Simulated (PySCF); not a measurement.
Two-component Hartree-Fock for Ho³⁺ (holmium, charge +3)

Start: [Xe] 4f10; 4f5/2 filled at m_j = -5/2, -3/2, -1/2, +1/2, +3/2, +5/2; 4f7/2 filled at m_j = +1/2, +3/2, +5/2, +7/2. Calculated with PySCF 2.14 in x2c-SVPall-2c: generalised Hartree-Fock with the X2C-1e Hamiltonian and a Gaussian nucleus; one run each with spin-orbit coupling (SO) switched off, then screened by Boettger's factors.

```json
{"spinor shell": "1s1/2", "electrons": "2", "ε, spin-free (eV)": "-55929.5", "ε, screened SO (eV)": "-55917.4", "weight of nominal j (screened SO)": "1.000", "rms radius, screened SO (bohr)": "0.0236"}
{"spinor shell": "2s1/2", "electrons": "2", "ε, spin-free (eV)": "-9509.8", "ε, screened SO (eV)": "-9506.0", "weight of nominal j (screened SO)": "1.000", "rms radius, screened SO (bohr)": "0.0953"}
{"spinor shell": "2p1/2", "electrons": "2", "ε, spin-free (eV)": "-8425.6", "ε, screened SO (eV)": "-9032.0", "weight of nominal j (screened SO)": "1.000", "rms radius, screened SO (bohr)": "0.0814"}
{"spinor shell": "2p3/2", "electrons": "4", "ε, spin-free (eV)": "-8425.6", "ε, screened SO (eV)": "-8169.5", "weight of nominal j (screened SO)": "1.000", "rms radius, screened SO (bohr)": "0.0881"}
{"spinor shell": "3s1/2", "electrons": "2", "ε, spin-free (eV)": "-2204.2", "ε, screened SO (eV)": "-2203.0", "weight of nominal j (screened SO)": "1.000", "rms radius, screened SO (bohr)": "0.245"}
{"spinor shell": "3p1/2", "electrons": "2", "ε, spin-free (eV)": "-1866.4", "ε, screened SO (eV)": "-1995.6", "weight of nominal j (screened SO)": "1.000", "rms radius, screened SO (bohr)": "0.236"}
{"spinor shell": "3p3/2", "electrons": "4", "ε, spin-free (eV)": "-1866.4", "ε, screened SO (eV)": "-1810.9", "weight of nominal j (screened SO)": "1.000", "rms radius, screened SO (bohr)": "0.250"}
{"spinor shell": "3d3/2", "electrons": "4", "ε, spin-free (eV)": "-1435.2", "ε, screened SO (eV)": "-1459.2", "weight of nominal j (screened SO)": "0.999", "rms radius, screened SO (bohr)": "0.223"}
{"spinor shell": "3d5/2", "electrons": "6", "ε, spin-free (eV)": "-1435.2", "ε, screened SO (eV)": "-1418.1", "weight of nominal j (screened SO)": "0.999", "rms radius, screened SO (bohr)": "0.226"}
{"spinor shell": "4s1/2", "electrons": "2", "ε, spin-free (eV)": "-488.13", "ε, screened SO (eV)": "-487.74", "weight of nominal j (screened SO)": "1.000", "rms radius, screened SO (bohr)": "0.551"}
{"spinor shell": "4p1/2", "electrons": "2", "ε, spin-free (eV)": "-374.22", "ε, screened SO (eV)": "-404.74", "weight of nominal j (screened SO)": "0.994", "rms radius, screened SO (bohr)": "0.566"}
{"spinor shell": "4p3/2", "electrons": "4", "ε, spin-free (eV)": "-374.22", "ε, screened SO (eV)": "-360.94", "weight of nominal j (screened SO)": "0.997", "rms radius, screened SO (bohr)": "0.596"}
{"spinor shell": "4d3/2", "electrons": "4", "ε, spin-free (eV)": "-216.93", "ε, screened SO (eV)": "-225.01", "weight of nominal j (screened SO)": "0.897", "rms radius, screened SO (bohr)": "0.637"}
{"spinor shell": "4d5/2", "electrons": "6", "ε, spin-free (eV)": "-216.93", "ε, screened SO (eV)": "-211.22", "weight of nominal j (screened SO)": "0.931", "rms radius, screened SO (bohr)": "0.647"}
{"spinor shell": "5s1/2", "electrons": "2", "ε, spin-free (eV)": "-91.498", "ε, screened SO (eV)": "-91.431", "weight of nominal j (screened SO)": "1.000", "rms radius, screened SO (bohr)": "1.36"}
{"spinor shell": "5p1/2", "electrons": "2", "ε, spin-free (eV)": "-61.037", "ε, screened SO (eV)": "-65.490", "weight of nominal j (screened SO)": "0.984", "rms radius, screened SO (bohr)": "1.50"}
{"spinor shell": "5p3/2", "electrons": "4", "ε, spin-free (eV)": "-61.037", "ε, screened SO (eV)": "-59.115", "weight of nominal j (screened SO)": "0.992", "rms radius, screened SO (bohr)": "1.60"}
{"spinor shell": "4f5/2", "electrons": "6", "ε, spin-free (eV)": "-47.933", "ε, screened SO (eV)": "-48.059", "weight of nominal j (screened SO)": "0.720", "rms radius, screened SO (bohr)": "0.856"}
{"spinor shell": "4f7/2", "electrons": "4", "ε, spin-free (eV)": "-47.933", "ε, screened SO (eV)": "-47.569", "weight of nominal j (screened SO)": "0.711", "rms radius, screened SO (bohr)": "0.860"}
```

| quantity | spin-free | screened SO |
| --- | --- | --- |
| E (hartree) | -12605.43114 | -12615.28766 |
| M_J | 8 | 8 |
| ⟨J²⟩ | 72.005 | 72.005 |
| ⟨L²⟩ | 42.001 | 42.858 |
| ⟨S²⟩ | 6.004 | 5.868 |

Each row is a mean over spinors that exchange with the open shell spreads, by up to 15.733 eV (4d5/2).

Rows whose weight is well below 1 are mixtures of j = l ± 1/2: exchange outweighs spin-orbit coupling there, and the label is only the starting occupation.

Breit and QED terms are absent; they matter most for the inner s and p1/2 levels.

Densities and radii are taken from the X2C orbitals without a picture-change correction, which distorts them close to the nucleus.

Without spin-orbit coupling the j labels of p, d and f shells carry no meaning; the spin-free column gives the mean over the occupied spinors of each nl shell.
